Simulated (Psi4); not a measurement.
Psi4 input (wB97X-D/6-31G*):

```
memory 1500 MB

molecule {
1 2
Si   -0.00084700   -0.02387800   -0.79962300
C     0.63117400    0.02625400    0.93227300
C    -0.62919700    0.02946000    0.93351300
symmetry c1
no_reorient
no_com
}

set {
  basis 6-31G*
  reference uks
  scf_type pk
  dft_radial_points 99
  dft_spherical_points 590
  e_convergence 1e-8
  d_convergence 1e-7
  maxiter 150
}

e = energy('wb97x-d')
print_out(f'\nFINAL {e:.10f} DIPOLE {variable("CURRENT DIPOLE")[0]:.6f} {variable("CURRENT DIPOLE")[1]:.6f} {variable("CURRENT DIPOLE")[2]:.6f}\n')
```

Output:

```
   => Loading Basis Set <=

    Name: 6-31G*
    Role: ORBITAL
    Keyword: BASIS
    atoms 1   entry SI         line   268 file 6-31gs.gbs
    atoms 2-3 entry C          line   111 file 6-31gs.gbs

   => WB97X-D: Empirical Dispersion <=

    Chai and Head-Gordon Dispersion Correction
    Chai, J.-D.; Head-Gordon, M. (2010), J. Chem. Phys., 132: 6615-6620

        s6 =       1.000000

         ---------------------------------------------------------
                                   SCF
               by Justin Turney, Rob Parrish, Andy Simmonett
                          and Daniel G. A. Smith
                              UKS Reference
         ---------------------------------------------------------

  ==> Geometry <==

    Molecular point group: c1
    Full point group: C1

    Geometry (in Angstrom), charge = 1, multiplicity = 2:

       Center              X                  Y                   Z               Mass
    ------------   -----------------  -----------------  -----------------  -----------------
         SI          -0.000847000000    -0.023878000000    -0.799623000000    27.976926534650
         C            0.631174000000     0.026254000000     0.932273000000    12.000000000000
         C           -0.629197000000     0.029460000000     0.933513000000    12.000000000000

  Running in c1 symmetry.

  Rotational constants: A =      1.76866  B =      0.43436  C =      0.34872 [cm^-1]
  Rotational constants: A =  53023.19762  B =  13021.90127  C =  10454.41458 [MHz]
  Nuclear repulsion =   63.318473345955951

  Charge       = 1
  Multiplicity = 2
  Electrons    = 25
  Nalpha       = 13
  Nbeta        = 12

  ==> Algorithm <==

  SCF Algorithm Type is PK.
  DIIS enabled.
  MOM disabled.
  Fractional occupation disabled.
  Guess Type is SAD.
  Energy threshold   = 1.00e-08
  Density threshold  = 1.00e-07
  Integral threshold = 1.00e-12

  ==> Primary Basis <==

  Basis Set: 6-31G*
    Blend: 6-31G*
    Number of shells: 20
    Number of basis functions: 49
    Number of Cartesian functions: 49
    Spherical Harmonics?: false
    Max angular momentum: 2

  ==> DFT Potential <==

   => LibXC <=

    Version 7.1.2
    S. Lehtola, C. Steigemann, M. J. T. Oliveira, and M. A. L. Marques,  SoftwareX 7, 1–5 (2018) (10.1016/j.softx.2017.11.002)

   => Composite Functional: WB97X-D <=

    wB97X-D Hyb-GGA Exchange-Correlation Functional

    J.-D. Chai and M. Head-Gordon,  Phys. Chem. Chem. Phys. 10, 6615–6620 (2008) (10.1039/B810189B)

    Deriv               =              1
    GGA                 =           TRUE
    Meta                =          FALSE

    Exchange Hybrid     =           TRUE
    MP2 Hybrid          =          FALSE

   => Exchange-Correlation Functionals <=

    1.0000   wB97X-D range-separated functional

   => Exact (HF) Exchange <=

    0.7780            HF,LR [omega = 0.2000]
    0.2220               HF

   => LibXC Density Thresholds  <==

    XC_HYB_GGA_XC_WB97X_D:  1.00E-14

   => Molecular Quadrature <=

    Radial Scheme          =       TREUTLER
    Pruning Scheme         =           NONE
    Nuclear Scheme         =       TREUTLER

    Blocking Scheme        =         OCTREE
    BS radius alpha        =              1
    Pruning alpha          =              1
    Radial Points          =             99
    Spherical Points       =            590
    Total Points           =         167082
    Total Blocks           =           1290
    Max Points             =            256
    Max Functions          =             49
    Weights Tolerance      =       1.00E-15

  ==> Integral Setup <==

  Using in-core PK algorithm.
   Calculation information:
      Number of atoms:                   3
      Number of AO shells:              20
      Number of primitives:             57
      Number of atomic orbitals:        49
      Number of basis functions:        49

      Integral cutoff                 1.00e-12
      Number of threads:                 1

  Performing in-core PK
  Using 2252775 doubles for integral storage.
  We computed 21736 shell quartets total.
  Whereas there are 22155 unique shell quartets.

  Computing range-separated integrals for PK
  We computed 21736 wK shell quartets total.
  Whereas there are 22155 wK unique shell quartets.

  ==> DiskJK: Disk-Based J/K Matrices <==

    J tasked:                  Yes
    K tasked:                  Yes
    wK tasked:                 Yes
    Omega:               2.000E-01
    Schwarz Cutoff:          1E-12


  Cached 100.0% of DFT collocation blocks in 0.213 [GiB].

  Minimum eigenvalue in the overlap matrix is 4.8999550303E-03.
  Reciprocal condition number of the overlap matrix is 7.5731563451E-04.
    Using symmetric orthogonalization.

  ==> Pre-Iterations <==

  SCF Guess: Superposition of Atomic Densities via on-the-fly atomic UHF (no occupation information).

   -------------------------
    Irrep   Nso     Nmo
   -------------------------
     A         49      49
   -------------------------
    Total      49      49
   -------------------------

  ==> Iterations <==

                        Total Energy        Delta E     RMS |[F,P]|

   @UKS iter SAD:  -364.77370611698024   -3.64774e+02   0.00000e+00
   @UKS iter   1:  -364.95365783180193   -1.79952e-01   8.13906e-03 DIIS/ADIIS
   @UKS iter   2:  -364.83488156950875    1.18776e-01   1.27848e-02 DIIS/ADIIS
   @UKS iter   3:  -365.08610716698257   -2.51226e-01   9.01211e-04 DIIS/ADIIS
   @UKS iter   4:  -365.09106734332812   -4.96018e-03   6.04833e-04 DIIS/ADIIS
   @UKS iter   5:  -365.09410647039186   -3.03913e-03   3.93146e-04 DIIS/ADIIS
   @UKS iter   6:  -365.09667247876916   -2.56601e-03   3.12426e-04 DIIS/ADIIS
   @UKS iter   7:  -365.09867597681904   -2.00350e-03   2.26340e-04 DIIS/ADIIS
   @UKS iter   8:  -365.10039476184289   -1.71879e-03   9.39862e-05 DIIS
   @UKS iter   9:  -365.10059027624783   -1.95514e-04   4.66240e-05 DIIS
   @UKS iter  10:  -365.10065587714172   -6.56009e-05   1.77861e-05 DIIS
   @UKS iter  11:  -365.10065655589807   -6.78756e-07   1.15777e-05 DIIS
   @UKS iter  12:  -365.10065719895960   -6.43062e-07   1.75776e-06 DIIS
   @UKS iter  13:  -365.10065721506214   -1.61025e-08   1.74273e-06 DIIS
   @UKS iter  14:  -365.10065721952776   -4.46562e-09   1.19354e-06 DIIS
   @UKS iter  15:  -365.10065722463474   -5.10698e-09   2.95126e-07 DIIS
   @UKS iter  16:  -365.10065722514753   -5.12784e-10   7.34289e-08 DIIS
  Energy and wave function converged.

  ==> Post-Iterations <==

   Electrons on quadrature grid:
      Nalpha   =   13.0000000534 ; deviation = 5.342e-08
      Nbeta    =   12.0000000250 ; deviation = 2.497e-08
      Ntotal   =   25.0000000784 ; deviation = 7.839e-08

   @Spin Contamination Metric:   2.912086225E-02
   @S^2 Expected:                7.500000000E-01
   @S^2 Observed:                7.791208623E-01
   @S   Expected:                5.000000000E-01
   @S   Observed:                5.000000000E-01

    Orbital Energies [Eh]
    ---------------------

    Alpha Occupied:

       1A    -66.641903     2A    -10.657626     3A    -10.655895
       4A     -5.746558     5A     -4.091853     6A     -4.091300
       7A     -4.087083     8A     -1.235639     9A     -0.842528
      10A     -0.817629    11A     -0.709129    12A     -0.691895
      13A     -0.638641

    Alpha Virtual:

      14A     -0.320237    15A     -0.263956    16A     -0.185552
      17A     -0.136401    18A     -0.092870    19A      0.038995
      20A      0.094281    21A      0.094615    22A      0.146904
      23A      0.240609    24A      0.287850    25A      0.310308
      26A      0.345922    27A      0.362495    28A      0.427933
      29A      0.435149    30A      0.438836    31A      0.510269
      32A      0.513128    33A      0.677894    34A      0.715433
      35A      0.738088    36A      0.951009    37A      1.251541
      38A      1.273873    39A      1.467809    40A      1.670469
      41A      1.840208    42A      1.875708    43A      1.960101
      44A      2.229570    45A      2.271886    46A      2.577003
      47A      2.765136    48A      3.915356    49A      3.920828

    Beta Occupied:

       1A    -66.641686     2A    -10.649560     3A    -10.648069
       4A     -5.746236     5A     -4.091892     6A     -4.091809
       7A     -4.086330     8A     -1.215590     9A     -0.831432
      10A     -0.749489    11A     -0.696404    12A     -0.634306

    Beta Virtual:

      13A     -0.379560    14A     -0.300233    15A     -0.260626
      16A     -0.163034    17A     -0.126803    18A     -0.080917
      19A      0.043053    20A      0.093781    21A      0.098858
      22A      0.153722    23A      0.247376    24A      0.293198
      25A      0.322488    26A      0.354158    27A      0.361584
      28A      0.439301    29A      0.444204    30A      0.463867
      31A      0.513879    32A      0.522811    33A      0.687682
      34A      0.744021    35A      0.759552    36A      0.956174
      37A      1.299584    38A      1.310160    39A      1.484966
      40A      1.687729    41A      1.858091    42A      1.895934
      43A      2.007745    44A      2.277856    45A      2.312674
      46A      2.640154    47A      2.765334    48A      3.941271
      49A      3.956068

    Final Occupation by Irrep:
              A
    DOCC [    12 ]
    SOCC [     1 ]
    NA   [    13 ]
    NB   [    12 ]

  @UKS Final Energy:  -365.10065722514753

   => Energetics <=

    Nuclear Repulsion Energy =             63.3184733459559510
    One-Electron Energy =                -620.4510282179045362
    Two-Electron Energy =                 214.4394623050527287
    DFT Exchange-Correlation Energy =     -22.4075437758822069
    Empirical Dispersion Energy =          -0.0000208823693477
    VV10 Nonlocal Energy =                  0.0000000000000000
    Total Energy =                       -365.1006572251474722

  UHF NO Occupations:
  HONO-2 :   11  A 1.9989391
  HONO-1 :   12  A 1.9872525
  HONO-0 :   13  A 1.0000000
  LUNO+0 :   14  A 0.0127475
  LUNO+1 :   15  A 0.0010609
  LUNO+2 :   16  A 0.0006015
  LUNO+3 :   17  A 0.0001613

Computation Completed

Properties will be evaluated at   0.000000,   0.000000,   0.000000 [a0]

Properties computed using the SCF density matrix

 Multipole Moments:

 ------------------------------------------------------------------------------------
     Multipole            Electronic (a.u.)      Nuclear  (a.u.)        Total (a.u.)
 ------------------------------------------------------------------------------------

 L = 1.  Multiply by 2.5417464519 to convert [e a0] to [Debye]
 Dipole X            :         -0.0005245            0.0000076           -0.0005170
 Dipole Y            :         -0.0145566           -0.0000151           -0.0145718
 Dipole Z            :         -0.4879529           -0.0000113           -0.4879642
 Magnitude           :                                                    0.4881820

 ------------------------------------------------------------------------------------

FINAL -365.1006572251 DIPOLE -0.000517 -0.014572 -0.487964

*** Psi4 exiting successfully. Buy a developer a beer!
```

The dipole moment of an ion depends on the origin.

The geometry given is a B3LYP-D3(BJ)/def2-TZVP minimum of the species of charge 0 and multiplicity 1, not of this state.
